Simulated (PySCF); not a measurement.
AlAs2H5, SMILES [AlH]([AsH2])[AsH2].

Geometry optimised at B3LYP-D3(BJ)/def2-SVP. The structure was generated by enumeration; whether it is a known compound was not checked.

The numbers are results of TDDFT-PBE/def2-SVPD (PySCF), not measurements.

Vertical excitations. The molecule is in vacuum. State labels are in the subgroup C2.

```csv
state,symmetry,energy (eV),λ (nm),f,main pairs
S1,A,3.70,336,0.003,HOMO→LUMO 99 %
S2,B,4.26,291,0.008,HOMO−1→LUMO 95 %
S3,B,5.01,247,0.062,"HOMO→LUMO+1 52 %, HOMO−2→LUMO 42 %"
S4,B,5.17,240,0.062,"HOMO−2→LUMO 44 %, HOMO→LUMO+3 39 %, HOMO→LUMO+1 15 %"
S5,A,5.17,240,0.000,HOMO→LUMO+2 96 %
S6,A,5.43,228,0.002,"HOMO−3→LUMO 55 %, HOMO−1→LUMO+1 44 %"
S7,B,5.56,223,0.000,HOMO→LUMO+4 96 %
S8,B,5.58,222,0.070,"HOMO−1→LUMO+2 42 %, HOMO→LUMO+3 36 %, HOMO→LUMO+1 10 %"
S9,A,5.59,222,0.006,"HOMO−1→LUMO+1 35 %, HOMO−3→LUMO 30 %, HOMO−1→LUMO+3 25 %, HOMO→LUMO+5 6 %"
S10,A,5.88,211,0.029,HOMO→LUMO+5 92 %
T1,A,3.27,380,0,HOMO→LUMO 99 %
T2,B,3.79,327,0,HOMO−1→LUMO 97 %
T3,B,4.53,274,0,HOMO→LUMO+1 89 %
T4,B,4.82,257,0,HOMO−2→LUMO 96 %
```
Triplets are in the Tamm–Dancoff approximation, which puts them higher than full response would, so one can lie above its singlet here.
